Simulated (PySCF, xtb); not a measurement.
CH12Si5, SMILES [Si]1([SiH3])([SiH2]C[SiH2]1)[SiH3].

GFN2-xTB in xtb at its own geometry gives an orbital gap of 3.34 eV and a dipole moment of 0.13 D.

Geometry optimised at B3LYP-D3(BJ)/def2-SVP. This is a generated structure with no PubChem entry under its InChIKey; it may be hypothetical.

Problem. What does M06-2X/def2-TZVP in PySCF give? (Estimate from the structure and the level; the computed values follow.)

Solution. gap 8.22 eV (levels -8.11 and 0.11 eV), dipole 0.51 D.
